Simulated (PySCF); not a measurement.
## Spin–spin couplings to the heavy atom in `[BiH3+][BH3-]`, BBiH$_{6}$

Geometry (Å), atoms numbered from 1 in this order:
```xyz
8

B    -1.4190    0.0183   -0.0058
Bi    1.0180    0.2874   -0.0116
H    -1.6864    0.8778    0.8089
H    -1.4555   -1.1404    0.3517
H    -1.6136    0.2604   -1.1797
H     1.7970    1.8202   -0.4710
H     2.0505   -0.7238   -1.0500
H     2.0008    0.0515    1.4533
```

Calculated values (PySCF 2.14 with density-fitted X2C routines): indirect couplings, PBE0/pcJ-1 (dyall-v2z on Bi), gas phase, Gaussian nuclear model, structure from PBE0-D3(BJ)/def2-SVP.

Non-relativistic values:
```csv
coupling,atoms,J (Hz)
"1J(209Bi,11B)",Bi2 – B1,-69.7
"1J(209Bi,1H)",Bi2 – H6/H7/H8,372.0
"2J(209Bi,1H)",Bi2 – H3/H4/H5,-46.4
```

What do two-component X2C with spin–orbit coupling give?

## Answers


| coupling | atoms | with spin–orbit (Hz) |
| --- | --- | --- |
| 1J(209Bi,11B) | Bi2 – B1 | -174.9 |
| 1J(209Bi,1H) | Bi2 – H6/H7/H8 | -608.0 |
| 2J(209Bi,1H) | Bi2 – H3/H4/H5 | 25.9 |

The largest listed coupling, 1J(209Bi,1H), ends at -1.63 times its non-relativistic value. Equivalent partners are averaged, as under fast rotation. Couplings to strongly quadrupolar nuclei (209Bi) are seldom resolved in solution.
